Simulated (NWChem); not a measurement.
Species: SiBiH5; SMILES [SiH3][BiH2]

```xyz
7

Bi     0.0005    -0.4613     0.0264
H     -1.2985    -0.4489    -1.2157
H      1.2462    -0.4462    -1.2693
Si     0.0002     2.2135     0.0135
H     -0.0496     2.7795    -1.3678
H      1.2380     2.7056     0.6945
H     -1.1846     2.7070     0.7821
```
Atoms are numbered in this order, from 1.

Program: NWChem. All runs use the structure optimised with PBE0/def2-SVP. def2 effective core potentials on Bi; no spin-orbit coupling. Vertical excitations in the gas phase.

### Question
What does the run give for CAM-B3LYP/def2-SVP, TDA? Quantities: lowest excitation, singlet (eV); oscillator strength of that lowest state; lowest state with f > 0.02, singlet (eV); oscillator strength of that bright state; orbital gap (eV).

### Answer
```json
{
  "lowest excitation, singlet (eV)": "5.96",
  "oscillator_strength_of_that_lowest_state": "0.013",
  "lowest state with f > 0.02, singlet (eV)": "6.31",
  "oscillator_strength_of_that_bright_state": "0.064",
  "orbital gap (eV)": "9.02"
}
```
